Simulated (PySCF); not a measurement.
## MSe for M along the fourth-period p block

CCSD(T) with triple-zeta basis sets in PySCF, for the lowest determinant that a PBE0 search found; no spin–orbit coupling. De refers to high-spin ground-configuration atoms.

```tsv
M	basis	reference, frozen orbitals	state (unpaired electrons)	Re (Å)	ωe (cm⁻¹)	De (eV)
Ga	x2c-TZVPPall	UHF, 18	doublet (σ ↑)	2.192	332	3.22
Ge	x2c-TZVPPall	RHF, 18	singlet (closed shell)	2.147	405	5.04
Se	def2-TZVPP	UHF, 18	triplet (π ↑↑)	2.178	392	3.38
Br	def2-TZVPP	UHF, 18	doublet (π ↑)	2.281	323	2.26
```

The shortest bond is that of GeSe (2.147 Å), the longest that of SeBr (2.281 Å). GeSe is bound most strongly (5.04 eV) and SeBr least (2.26 eV).

The rows differ in basis set, which adds steps of its own.

The state changes along the series, so neighbouring rows are not always alike in their bonding.

Correlated steps freeze 18 core orbitals. Spin–orbit coupling is left out. Where the molecule has an RHF reference, its open-shell atoms are computed with UHF. States were picked by a PBE0 search and need not be the measured ground states.
